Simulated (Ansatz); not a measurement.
Reaction (redistribution): `O[SiH](Cl)Cl` + `[CH3][Al]([OH])[SiH2]O` → `O[SiH2][SiH](Cl)Cl` + `[CH3][Al]([OH])[OH]`

Program: Ansatz. Geometries: PBE0-D4/def2-TZVP. ΔE: electronic, gas phase. CBS: MP2 limit from def2 TZ/QZ plus the TZ coupled-cluster correction, frozen cores. This one scheme is used for every species. Each species was taken in one conformer, which may not be the lowest.

```json
{"species": "`O[SiH](Cl)Cl`", "SCS-MP2/def2-QZVPP energy (Eh)": "-1285.03609"}
{"species": "`[CH3][Al]([OH])[SiH2]O`", "SCS-MP2/def2-QZVPP energy (Eh)": "-723.69359"}
{"species": "`O[SiH2][SiH](Cl)Cl`", "SCS-MP2/def2-QZVPP energy (Eh)": "-1575.27938"}
{"species": "`[CH3][Al]([OH])[OH]`", "SCS-MP2/def2-QZVPP energy (Eh)": "-433.46485"}
```

Task: Work out ΔE.

Result: ΔE = (-1575.27938) + (-433.46485) − (-1285.03609) − (-723.69359) = -0.01455 Eh = -9.1 kcal/mol. CCSD(T)/CBS gives -8.8 kcal/mol.

Largest T1 diagnostic among the species: 0.012.

In def2-TZVPP, CCSD(T) changes the Hartree–Fock value by −0.9 kcal/mol (the triples alone add −0.0 kcal/mol) and MP2 by −1.8 kcal/mol. The D4 term adds −0.9 kcal/mol with B3LYP and −0.5 kcal/mol with PBE0; it sums over pairs of atoms, weighted by their polarisabilities, and B3LYP, whose exchange is more repulsive, gets the larger term.

B3LYP here is the variant with VWN-RPA as its local correlation; programs differ in this.
